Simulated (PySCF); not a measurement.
Ga(Me)(Cl) (CH3ClGa), SMILES [CH3][Ga+][Cl], charge +1. Coordinates come from a r2SCAN-D4/def2-TZVP optimisation. The multiplicity is an assumed one; other spin states were not compared. The isomer is the one that the SMILES or the coordinates give; other isomers of the formula were not compared.

TDDFT-PBE0/def2-SVPD run with PySCF puts the lowest singlet excitations at 6.53, 6.53, 6.79, 6.86, 6.86, 7.35 eV.

Task: What are the lowest excitation roots from ADC(2)/aug-cc-pVDZ (PySCF 2.14.0)? (An estimate is asked for; the answer gives what the named calculation found.)

Result: 7.04, 7.04, 7.27, 7.27, 7.31, 7.61 eV. S1 differs by 0.51 eV (second minus first; roots are paired by order, and the bases may differ).
